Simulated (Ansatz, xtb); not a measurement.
Two structures of AlClH2OSe

We compare X, a singlet given by its coordinates, with Y, `[OH][Al]([Cl])[SeH]`, a singlet. Both are isolated molecules in the gas phase, relaxed with PBE0-D3(BJ)/def2-SVP; the shapes shown needn't be the lowest conformers.

X (Å):

```xyz
6

Al    0.4386    0.1203   -0.5080
Cl   -0.7284   -1.2507   -1.5976
O    -0.9645    0.7827    0.6708
Se    2.2613    1.1005    0.0580
H    -0.5688    1.3279    1.3721
H    -1.7904    0.3691    0.9600
```

Close contacts (Å): Al1–Cl2 2.10, Al1–O3 1.95, Al1–Se4 2.15, O3–H5 0.97, O3–H6 0.97.

Y (Å):

```xyz
6

Al   -0.3840    0.0300    0.2264
Cl   -0.4818    1.6468    1.5642
O    -0.6134   -1.5614    0.7452
Se    0.0409    0.3544   -2.0029
H     0.1288    1.8093   -1.7979
H    -0.7979   -1.8608    1.6365
```

Task: Estimate E(Y) − E(X) at the level CCSD(T)/def2-TZVP.

Result: Calculated at CCSD(T)/def2-TZVP: E(Y) − E(X) = −1.192 eV, so structure Y lies lower.

Level by level:

| level | geometry | E(Y) − E(X) (eV) | departure from the last row (eV) | job, with rough time for the two |
| --- | --- | --- | --- | --- |
| GFN2-xTB | GFN2-xTB | −1.152 | +0.039 | optimisation, 0.52 s |
| HF/STO-3G | GFN2-xTB | −1.222 | −0.031 | single point, 0.3 s |
| r2SCAN-D4/def2-SVP | GFN2-xTB | −1.014 | +0.178 | single point, 1.7 s |
| PBE0-D3(BJ)/def2-SVP | PBE0-D3(BJ)/def2-SVP | −1.023 | +0.169 | optimisation, 41 s |
| HF/def2-TZVP | PBE0-D3(BJ)/def2-SVP | −1.250 | −0.059 | part of the CCSD(T) run |
| MP2/def2-TZVP | PBE0-D3(BJ)/def2-SVP | −1.171 | +0.021 | part of the CCSD(T) run |
| CCSD(T)/def2-TZVP | PBE0-D3(BJ)/def2-SVP | −1.192 |  | single point, 28 s |

The levels shown agree on the order. The largest departure from CCSD(T)/def2-TZVP is that of r2SCAN-D4/def2-SVP, 0.178 eV.

With harmonic frequencies from PBE0-D3(BJ)/def2-SVP (ideal gas, rigid rotor, one conformer each, 298.15 K, 1 atm): the zero-point term adds −0.109 eV; ΔH is −1.304 and ΔG −1.289 eV.

The correlated steps freeze 20 core orbitals; the filled d shell of Se is correlated, in a basis made for valence electrons. Mirror images aren't counted in ΔG. Programs: Ansatz 0.2.0, xtb 6.7.1; the last row on 2 threads of Intel(R) Xeon(R) 6975P-C (Granite Rapids) on a shared host.
